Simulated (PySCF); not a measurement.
ammonia borane (BH₆N), SMILES [BH3-][NH3+].

The structure is a stationary point at B3LYP-D3(BJ)/def2-TZVP.

Two levels are set side by side: TDA-PBE/def2-TZVPD (PySCF) and TDA-PBE0/def2-TZVPD (PySCF). Vertical, same geometry. The lowest singlet is HOMO→LUMO 100 % with PBE and HOMO→LUMO 99 % with the other functional; states are paired by order. Differences are taken from unrounded values.

| quantity | TDA-PBE0 |
|---|---|
| lowest singlet excitation (eV) | 6.15 |
| lowest triplet excitation (TDA) (eV) | 6.03 |
| first bright state (f over 0.05) (eV) | 7.92 |
| its oscillator strength | 0.08 |

Problem. What does TDA-PBE give, and how far is it from TDA-PBE0? (The exact figures need the calculation; the answer reports its results.)

Solution. 
```csv
quantity,TDA-PBE,TDA-PBE minus TDA-PBE0
lowest singlet excitation (eV),5.25,-0.91
lowest triplet excitation (TDA) (eV),5.16,-0.87
first bright state (f over 0.05) (eV),7.24,-0.68
its oscillator strength,0.07,-0.01
```

A lower first singlet is the usual sign of a functional without exact exchange. Differences between two approximate levels are no errors against the true value.

Rough cost on one machine, each run with all the roots and properties that it gave: TDA-PBE0 against TDA-PBE within a factor of 2.
